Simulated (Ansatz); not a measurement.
Relaxation of Cl$_{2}$H$_{5}$NOSi$_{2}$ (11 atoms, charge 0, multiplicity 1), to a largest force component of 0.02 eV/Å in at most 40 steps.

These are results of Ansatz 0.2.0, RKS PBE0/STO-3G, not measurements.

```xyz
11
Properties=species:S:1:pos:R:3
Si 0.000 0.000 0.000
N 0.000 0.000 1.820
H -0.877 -0.271 2.350
H 0.877 0.271 2.350
Cl 2.009 0.000 -0.709
Cl -1.003 1.738 -0.709
O -0.791 -1.371 -0.559
Si -1.673 -2.433 0.398
H -1.263 -2.287 1.792
H -3.096 -2.132 0.276
H -1.426 -3.804 -0.040
```

**Question.** Where does it end, and by what steps?

**Answer.** The run converged. The force dipped under the threshold on the way, but the program's further checks kept it going. Limits of this set-up: minimal basis. After 23 steps the energy has fallen by 0.636 eV; H3 moved furthest, 1.44 Å.

```
step  energy less start (eV)  largest force component (eV/Å)  accepted
   0                  0.0000                           3.027       yes
   1                 -0.4293                           1.247       yes
   2                 -0.5132                           1.394       yes
   3                 -0.5396                           0.377       yes
   4                 -0.5508                           0.117       yes
   5                 -0.5546                           0.679       yes
   6                 -0.5348                           0.598        no
   7                 -0.5686                           0.210       yes
   8                 -0.5762                           0.071       yes
   9                 -0.5844                           0.203       yes
  10                 -0.5867                           0.307       yes
  11                 -0.5965                           0.268       yes
  12                 -0.6017                           0.840       yes
  13                 -0.6135                           0.625       yes
  14                 -0.6284                           0.255       yes
  15                 -0.6332                           0.176       yes
  16                 -0.6344                           0.044       yes
  17                 -0.6349                           0.017       yes
  18                 -0.6354                           0.019       yes
  19                 -0.6357                           0.041       yes
  20                 -0.6359                           0.029       yes
  21                 -0.6360                           0.025       yes
  22                 -0.6361                           0.023       yes
  23                 -0.6361                           0.012       yes
```

```xyz
11
Properties=species:S:1:pos:R:3
Si -0.028 -0.118 0.147
N -0.182 0.092 1.858
H -0.375 1.069 2.155
H 0.625 -0.252 2.418
Cl 1.891 0.301 -0.614
Cl -1.377 1.273 -0.680
O -0.337 -1.657 -0.340
Si -1.609 -2.550 0.371
H -1.239 -2.971 1.705
H -2.830 -1.774 0.426
H -1.784 -3.703 -0.479
```

Time of the run: 90 s on 1 thread of Arm Neoverse V2, with other jobs on the host, peak memory 0.15 GiB.
